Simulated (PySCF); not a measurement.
TDDFT excited states: C3H10Si3

Compound: C3H10Si3.
InChI=1S/C3H10Si3/c1-3-6(2)5-4/h1,6H,5H2,2,4H3/t6-/m1/s1

Theory: TDDFT B3LYP/def2-SVPD, vertical, gas phase, core orbitals frozen in the response in PySCF 2.14.0, density-fitted response routines. Isolated species at its GFN2-xTB geometry (one conformer only). Torsions of this conformer, `[CH:1]#[C:2][Si@@H:3]([CH3:4])[SiH2:5][SiH3:6]`: C2–Si3–Si5–Si6 60°.

```json
{"state": "S1", "E (eV)": "5.91", "λ (nm)": "209.6", "ν̃ (cm⁻¹)": "47700", "f": "0.014", "main configurations (H = HOMO, L = LUMO)": "H→L (66%)"}
{"state": "S2", "E (eV)": "6.11", "λ (nm)": "203.0", "ν̃ (cm⁻¹)": "49270", "f": "0.025", "main configurations (H = HOMO, L = LUMO)": "H→L+1 (50%), H-1→L (32%)"}
{"state": "S3", "E (eV)": "6.15", "λ (nm)": "201.6", "ν̃ (cm⁻¹)": "49610", "f": "0.0068", "main configurations (H = HOMO, L = LUMO)": "H-1→L+1 (73%), H→L (9%)"}
{"state": "S4", "E (eV)": "6.57", "λ (nm)": "188.6", "ν̃ (cm⁻¹)": "53030", "f": "0.037", "main configurations (H = HOMO, L = LUMO)": "H→L+2 (65%), H→L+1 (8%)"}
{"state": "S5", "E (eV)": "6.66", "λ (nm)": "186.1", "ν̃ (cm⁻¹)": "53740", "f": "0.101", "main configurations (H = HOMO, L = LUMO)": "H→L+3 (47%), H→L (14%), H→L+4 (10%)"}
{"state": "S6", "E (eV)": "6.76", "λ (nm)": "183.4", "ν̃ (cm⁻¹)": "54540", "f": "0.072", "main configurations (H = HOMO, L = LUMO)": "H-1→L (31%), H-2→L (17%), H→L+2 (14%)"}
{"state": "S7", "E (eV)": "6.88", "λ (nm)": "180.1", "ν̃ (cm⁻¹)": "55520", "f": "0.045", "main configurations (H = HOMO, L = LUMO)": "H-1→L+2 (33%), H-2→L (24%), H→L+3 (11%)"}
{"state": "S8", "E (eV)": "6.97", "λ (nm)": "178.0", "ν̃ (cm⁻¹)": "56180", "f": "0.063", "main configurations (H = HOMO, L = LUMO)": "H-1→L+2 (40%), H→L+3 (20%), H→L+4 (11%)"}
```

Triplets (Tamm–Dancoff): T1 5.03 eV, H→L+1 (33%), H-1→L (16%); T2 5.40 eV, H→L (48%), H-1→L+1 (23%); T3 5.43 eV, H-1→L (33%), H→L+1 (30%).

The lowest singlet comes at 210 nm (571 kJ/mol) in the ultraviolet; it is weak; its leading configuration is HOMO→LUMO (66%). The strongest level in the table is S5 at 6.66 eV (186 nm, f = 0.101). Löwdin shares by element: HOMO carbon 46% or more, silicon 31% or more (atoms not listed hold the other 23%); LUMO silicon 48%, carbon 10% or more (atoms not listed hold the other 41%). Of the 8 states listed, 7 reach f = 0.01 and none stays under 0.0005. Orbital energies (eV): HOMO-3 -8.84, HOMO-2 -8.32, HOMO-1 -7.88, HOMO -7.57, LUMO -0.59, LUMO+1 -0.34, LUMO+2 -0.12. The oscillator strengths of these states sum to 0.365; summed over the whole spectrum of an exact calculation they would give the number of electrons, 70 (Thomas–Reiche–Kuhn). No computed singlet lies in the visible range (380 to 750 nm); the lowest, at 210 nm, stands 2.65 eV above its violet end (3.26 eV). Only the lowest 8 singlets were computed, as vertical energies without vibronic structure.

Time: 42 s wall; peak memory 0.88 GiB. Hardware: one thread, Arm Neoverse V1 (aarch64), no GPU, shared host with 32 logical CPUs at a one-minute load of 29.
